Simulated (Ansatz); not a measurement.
C3H7 (SMILES C[CH-]C), charge -1, singlet, at a GFN2-xTB geometry (a gas-phase anion, which may not be bound at this level). Base run: Ansatz (a quantum-chemistry and plane-wave program) with CCSD(T)/def2-SV(P).

The Ansatz input:
Ansatz 0.2 input:
```yaml
crystal:
  periodic: [false, false, false]
  atoms:
    - {symbol: C, position_ang: [-0.10780469, 0.00054251, 0.68004084]}
    - {symbol: C, position_ang: [-0.02190610, 1.23344102, -0.21846953]}
    - {symbol: C, position_ang: [-0.00646224, -1.23439269, -0.21405251]}
    - {symbol: H, position_ang: [0.84309050, 0.00760359, 1.30038358]}
    - {symbol: H, position_ang: [0.01296381, 2.15358899, 0.38110298]}
    - {symbol: H, position_ang: [0.03990771, -2.15188010, 0.38880905]}
    - {symbol: H, position_ang: [0.85762803, 1.28590022, -0.92185351]}
    - {symbol: H, position_ang: [-0.91331302, 1.30302432, -0.86049058]}
    - {symbol: H, position_ang: [-0.89691409, -1.31742471, -0.85580041]}
    - {symbol: H, position_ang: [0.87367531, -1.27835733, -0.91726391]}
basis:
  gaussian:
    orbitals: def2-SV_P_.json
total_charge: -1
magnetization: {spin_polarized: false}
correlation: {method: ccsd_t}
```
The basis file holds def2-SV(P) in the JSON format of the Basis Set Exchange.

Variants of this job, named by their change:

```json
[
 {"change": "base", "ΔE vs base (mEh)": "0.000", "MP2 correlation (Eh)": "-0.39479", "CC correlation without the perturbative part (Eh)": "-0.43715", "basis functions": "56"},
 {"change": "diis_vectors = 4", "ΔE vs base (mEh)": "0.000", "MP2 correlation (Eh)": "-0.39479", "CC correlation without the perturbative part (Eh)": "-0.43715", "basis functions": "56"},
 {"change": "method = mp2", "ΔE vs base (mEh)": "54.925", "MP2 correlation (Eh)": "-0.39479", "CC correlation without the perturbative part (Eh)": "-", "basis functions": "56"},
 {"change": "electrons = all", "ΔE vs base (mEh)": "-6.762", "MP2 correlation (Eh)": "-0.40195", "CC correlation without the perturbative part (Eh)": "-0.44380", "basis functions": "56"},
 {"change": "reference functional = pbe0", "ΔE vs base (mEh)": "0.815", "MP2 correlation (Eh)": "-", "CC correlation without the perturbative part (Eh)": "-0.44655", "basis functions": "56"},
 {"change": "diis_vectors = 2", "ΔE vs base (mEh)": "0.000", "MP2 correlation (Eh)": "-0.39479", "CC correlation without the perturbative part (Eh)": "-0.43715", "basis functions": "56"},
 {"change": "fitting = cc-pVTZ-JKFIT (mean field), cc-pVTZ-RIFIT (correlation)", "ΔE vs base (mEh)": "0.025", "MP2 correlation (Eh)": "-0.39475", "CC correlation without the perturbative part (Eh)": "-0.43712", "basis functions": "56"},
 {"change": "accuracy = high", "ΔE vs base (mEh)": "-0.002", "MP2 correlation (Eh)": "-0.39479", "CC correlation without the perturbative part (Eh)": "-0.43715", "basis functions": "56"},
 {"change": "method = bccd_t", "ΔE vs base (mEh)": "-0.051", "MP2 correlation (Eh)": "-0.39479", "CC correlation without the perturbative part (Eh)": "-0.43639", "basis functions": "56"},
 {"change": "method = rpa", "ΔE vs base (mEh)": "-12.823", "MP2 correlation (Eh)": "-", "CC correlation without the perturbative part (Eh)": "-", "basis functions": "56"}
]
```

A gas-phase anion may not be bound at this level; its values then depend on the basis.
